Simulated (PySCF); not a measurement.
Isomers of C6H11B. Computed with PySCF 2.14.0, PBE0-D3(BJ)/def2-SVP geometry optimisation, gas phase. Energies are electronic, without zero-point or thermal terms, for one conformer each. No frequencies were run at this level. Point groups hold within 0.08 Å.

Question: Rank from lowest to highest electronic energy at this level (kJ/mol).
A. `[CH2:1]=[CH:2][CH2:3][BH:4][C:5](=[CH2:6])[CH3:7]` with C1–C2–C3–B4 -78°, C2–C3–B4–C5 -85°, C3–B4–C5–C6 -179°
B. `[BH2:1][C@@H:2]1[CH:3]=[CH:4][CH2:5][CH2:6][CH2:7]1` with H–B1–C2–C3 -22° and 166°, B1–C2–C3–C4 -153°, C3–C4–C5–C6 -15°, C4–C5–C6–C7 46°, C5–C6–C7–C2 -59°
C. `[BH2:1][C@@H:2]1[CH2:3][C@H:4]1[CH:5]1[CH2:6][CH2:7]1` with H–B1–C2–C3 20° and -162°, C3–C4–C5–C6 -116°
D. `[BH2:1][C@H:2]1[CH2:3][CH2:4][C:5]12[CH2:6][CH2:7]2` with H–B1–C2–C3 -10° and 176°
E. `[CH2:1]=[C:2]=[CH:3][CH2:4][B:5]([CH3:6])[CH3:7]` with C2–C3–C4–B5 -116°, C3–C4–B5–C6 178°

Answer: B (0.0), E (44.9), A (52.3), C (97.2), D (110.2).

As drawn, the lowest has a C=C bond outside aromatic rings, which the highest lacks; the highest has a three-membered ring, a four-membered ring and a quaternary carbon, which the lowest lacks. Neighbours under 10 kJ/mol apart (C=C=CCB(C)C and C=CCBC(=C)C) can change places with a better method, another conformer or zero-point energy.

```
              SMILES      E (Eh)  E rel (kJ/mol)  dipole (D)  point group     A, B, C (MHz)
     B[C@@H]1C=CCCC1  -259.57509             0.0        0.89           C1  4621, 2357, 1672
         C=C=CCB(C)C  -259.55798            44.9        0.72           C1  5494, 1154, 1053
         C=CCBC(=C)C  -259.55519            52.3        0.76           C1  4497, 1530, 1401
B[C@@H]1C[C@H]1C1CC1  -259.53807            97.2        1.57           C1  5843, 1623, 1426
     B[C@H]1CCC12CC2  -259.53313           110.2        1.35           C1  4097, 2706, 2126
```
